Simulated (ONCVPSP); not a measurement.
## Before and after: ONCV potential for oxygen

| Item | Value |
| --- | --- |
| Element | O |
| Generator | ONCVPSP 4.0.1 |
| Type | optimised norm-conserving Vanderbilt (ONCV) |
| Functional | BLYP |
| Relativity | scalar-relativistic |
| Frozen core | [He] |
| Valence charge | 6 |
| Reference configuration | 2s2 2p4 |
| Partial waves | 2s: rc 0.90 bohr, ncon 3, nbas 8, qcut 8.3 1/bohr, 3 projectors, debl 3.9 Ha; 2p: rc 1.30 bohr, ncon 3, nbas 7, qcut 10.2 1/bohr, 1 projector; d scattering state at 0.03 Ha: rc 1.00 bohr, ncon 4, nbas 9, qcut 9.6 1/bohr, 3 projectors, debl 1.1 Ha |
| Local potential | polynomial inside 0.75 bohr (lpopt 4, dvloc0 6 Ha) |
| Core correction | Teter function, parameters optimised by the program |

All-electron outer shells of the reference configuration (BLYP, scalar-relativistic, ld1.x):

```json
{"shell": "1s", "level (eV)": "-515.45", "outermost node (bohr)": "–", "outermost maximum (bohr)": "0.13"}
{"shell": "2s", "level (eV)": "-23.83", "outermost node (bohr)": "0.28", "outermost maximum (bohr)": "0.87"}
{"shell": "2p", "level (eV)": "-9.02", "outermost node (bohr)": "–", "outermost maximum (bohr)": "0.82"}
```

Change: p: qcut 8.3.

Cutoffs: the cutoffs (Ha) at which the residual kinetic energy of the hardest occupied pseudo-wave falls to 1 and 0.1 mHa per electron; they do not see the model core or the augmentation charge, which bear on the density cutoff. Errors are all-electron minus pseudo energies relative to the spin-unpolarised reference configuration.

Task: Predict the effect on cutoff, ghosts and configuration errors.

Result: The potential gets neither clearly harder nor softer (35 Ha and 145 Ha → 31 Ha and 145 Ha); the s channel sets the loose cutoff, while the largest relative change is in p, which becomes softer; the number of tests with a reliable result goes from 4 to 3; of the 3 tests that both files solve, the error grows in 2 and shrinks in 0 by more than 15 % and 0.3 meV (median size 61.0 → 61.2 meV); neither file shows a bound ghost.

```tsv
quantity	base	changed
cutoff, loose	35 Ha	31 Ha
cutoff, tight	145 Ha	145 Ha
loose cutoff by channel	s 31 Ha, p 35 Ha	s 31 Ha, p 28 Ha
bound ghosts	none	none
GHOST(+) flags under 300 eV	d at 17.3 eV	d at 17.3 eV
tests with a reliable result	4 of 4	3 of 4
error for 2s2 2p3, meV [ΔE 16.43 eV]	+8.0	+13
error for 2s2 2p2, meV [ΔE 50.04 eV]	+98	+156
error for 2s0 2p6, meV [ΔE 29.71 eV]	+61	+61
s: phases at 0.91 bohr within 0.05 rad from the reference energy up to (Ha; the scan ends near 5)	to the end of the scan	to the end of the scan
p: phases at 1.32 bohr within 0.05 rad from the reference energy up to (Ha; the scan ends near 5)	2.6	2.3
d: phases at 1.01 bohr within 0.05 rad from the reference energy up to (Ha; the scan ends near 5)	to the end of the scan	to the end of the scan
rms error of d²Exc/dni dnj with the model core, mHa	1.34	1.56
```
